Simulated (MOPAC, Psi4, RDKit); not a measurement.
Internal rotation in C₆H₁₄Se, SMILES CC(C)(C)CC[SeH]. Scanned: dihedral C5–C6–Se7–H21; all other coordinates were relaxed at GFN2-xTB. Points at φ and −φ are mirror images. Heavy atoms are numbered in the order of the SMILES CC(C)(C)CC[SeH], hydrogens after them in the order of the atoms that carry them; the mirror image has the same energies with the sign of each dihedral reversed.

- UFF // GFN2-xTB (RDKit)
- AM1, restricted, heats of formation // GFN2-xTB (MOPAC)
- PBE-D3(BJ)/def2-SVP // GFN2-xTB (Psi4)

Energies in kcal/mol, each method relative to its own lowest point.

| φ / ° | UFF | AM1 | PBE-D3(BJ)/def2-SVP |
|---|---|---|---|
| -165 | 0.20 | 0.44 | 0.73 |
| -150 | 0.66 | 0.62 | 1.01 |
| -135 | 1.15 | 0.81 | 1.26 |
| -120 | 1.36 | 0.86 | 1.30 |
| -105 | 1.20 | 0.72 | 1.02 |
| -90 | 0.77 | 0.47 | 0.55 |
| -75 | 0.34 | 0.21 | 0.14 |
| -60 | 0.19 | 0.03 | 0.00 |
| -45 | 0.45 | 0.00 | 0.22 |
| -30 | 1.01 | 0.09 | 0.65 |
| -15 | 1.54 | 0.22 | 1.09 |
| 0 | 1.76 | 0.29 | 1.28 |
| 15 | 1.54 | 0.22 | 1.09 |
| 30 | 1.01 | 0.09 | 0.65 |
| 45 | 0.45 | 0.00 | 0.22 |
| 60 | 0.19 | 0.03 | 0.00 |
| 75 | 0.34 | 0.21 | 0.14 |
| 90 | 0.77 | 0.47 | 0.55 |
| 105 | 1.20 | 0.72 | 1.02 |
| 120 | 1.36 | 0.86 | 1.30 |
| 135 | 1.15 | 0.81 | 1.26 |
| 150 | 0.66 | 0.62 | 1.01 |
| 165 | 0.20 | 0.44 | 0.73 |
| 180 | 0.00 | 0.36 | 0.59 |
